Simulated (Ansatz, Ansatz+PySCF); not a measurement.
```xyz
3

H     0.0000    0.2602   -1.3237
Si    0.0000   -0.5216   -0.0013
O     0.0000    0.2613    1.3250
```

Basis set: def2-SVP (spherical functions). Frozen core: 6 orbitals. Correlation on ROHF uses semicanonical orbitals with singles. Charge 0, multiplicity 2.

Computed with Ansatz (development build ahead of 0.2.0); each method stands on the lowest determinant of its kind that the runs found.

Q: Give the atomization energy at this shape (free ground-state atoms in the same class of orbitals less the molecule, no zero-point energy) of doublet SiHO by ROHF-CCSD(T), ROHF-MP2, ROHF, UHF.

A:

```tsv
method	atomization energy
ROHF-CCSD(T)	8.26 eV
ROHF-MP2	8.64 eV
ROHF	5.21 eV
UHF	5.12 eV
```
